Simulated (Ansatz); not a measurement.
`[SiH3][SiH2][TeH]` + `[OH][GeH]` → `[SiH3][O][GeH]` + `[SiH3][TeH]` at 500 K and 1 bar (cleavage of the Si–Si bond).

Calculated with Ansatz (gas phase, PBE0-D4/def2-TZVP geometries, no zero-point term in ΔE). CCSD(T)/CBS is the MP2 limit (def2-TZVPP, def2-QZVPP) plus CCSD(T) − MP2 in def2-TZVPP, frozen cores. Elements past krypton have def2 core potentials. For Ge, Te outer-core shells are correlated without core-valence functions, which leaves a few kJ/mol of doubt a bond. Scalar relativity is left out up to krypton.

| species | CCSD(T)/CBS energy (Eh) | H − E (kJ/mol) | S (J/(mol·K)) |
| --- | --- | --- | --- |
| `[SiH3][SiH2][TeH]` | -849.49595 | 173.5 | 430.4 |
| `[OH][GeH]` | -2152.47759 | 74.0 | 281.9 |
| `[SiH3][O][GeH]` | -2442.79250 | 128.6 | 366.3 |
| `[SiH3][TeH]` | -559.21313 | 112.6 | 337.4 |

H − E and S are ideal-gas, rigid-rotor, harmonic terms from PBE0-D4/def2-TZVP. 1 Eh = 2625.50 kJ/mol, R = 8.31446 J/(mol·K).

Task: By hand: ΔE, ΔH, ΔS and ΔG.

Result: ΔE = (-2442.79250) + (-559.21313) − (-849.49595) − (-2152.47759) = -0.03209 Eh = -84.3 kJ/mol. Δ(H − E) = 128.6 + 112.6 − 173.5 − 74.0 = -6.3, so ΔH = -90.6 kJ/mol. ΔS = 366.3 + 337.4 − 430.4 − 281.9 = -8.6 J/(mol·K). ΔG = -90.6 − 500 × (-8.6)/1000 = -86.3 kJ/mol.

Task: By hand: the equilibrium constant, and the temperature at which ΔG would vanish if ΔH and ΔS stayed fixed.

Result: log₁₀ K = −ΔG/(RT ln 10) = 9.0. ΔG = 0 at ΔH/ΔS = 10535 K, far beyond where these terms or the molecules hold.

The number of gas molecules stays the same, so ΔS is small and ΔH decides. A doubt of 5 kJ/mol in ΔE shifts log₁₀ K by 0.5 here. Modes under 60 cm⁻¹, often nearly free rotors, make the harmonic entropy too high. These are equilibria of isolated gas molecules and say nothing of rates. Largest T1 diagnostic: 0.016 (customary marks: 0.02 for closed shells, 0.045 for open ones).
